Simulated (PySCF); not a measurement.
Radial density of F+ (fluorine, charge +1)

MN15, [He] 2s2 2p4, high-spin 3P determinant. All numbers are calculated (PySCF 2.14, no relativity, point nucleus, in aug-cc-pVDZ (4s3p2d, 23 functions)).

```
r (bohr)  4πr²ρ (e/bohr)  4πr²(ρα − ρβ)
 0.00373         0.07329         0.0000
 0.00628          0.1990         0.0000
  0.0106          0.5194         0.0001
  0.0178           1.294         0.0003
  0.0299           2.942         0.0009
  0.0503           5.796         0.0040
  0.0846           8.931         0.0232
   0.142           9.301         0.1309
   0.239           5.712         0.5247
   0.402           4.124         1.3297
   0.677           5.912         1.9516
    1.14           3.894         1.2322
    1.92          0.7073         0.2167
    3.22         0.02776         0.0095
    5.42       1.498e-05         0.0000
```
